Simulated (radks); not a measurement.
The numbers below are computed, except where a source is named.
Ionisation of the bismuth ion Bi3+, [Hg], to [Xe] 4f14 5d10 6s1 as the strength of local exchange is varied. Code: a radial shooting solver on a logarithmic mesh with Libxc functionals. Model: scalar-relativistic Kohn-Sham, Slater X-alpha exchange (alpha = 2/3 is LDA exchange), no correlation, spin-polarised, spherical densities, point nucleus.

alpha  E(Bi3+) (hartree)  exchange (hartree)  IE (eV)  -e of the level emptied (eV)  <r> of it (bohr)
0.634        -21490.5609           -355.0504   43.671                   38.582 (6s)             2.030
0.641        -21494.5061           -359.0373   43.770                   38.684 (6s)             2.028
0.667        -21509.1661           -373.8587   44.141                   39.063 (6s)             2.020
0.776        -21570.7358           -436.2130   45.709                   40.671 (6s)             1.989
0.991        -21692.7029           -560.2399   48.864                   43.922 (6s)             1.932
0.999        -21697.2546           -564.8813   48.983                   44.045 (6s)             1.929
1.029        -21714.3319           -582.3035   49.430                   44.508 (6s)             1.922
1.033        -21716.6099           -584.6285   49.490                   44.570 (6s)             1.921

NIST Atomic Spectra Database: 45.4 eV (measured). The Delta-SCF value meets it near alpha = 0.75.

Beside tabulated values, note that scalar-relativistic runs lack spin-orbit coupling.
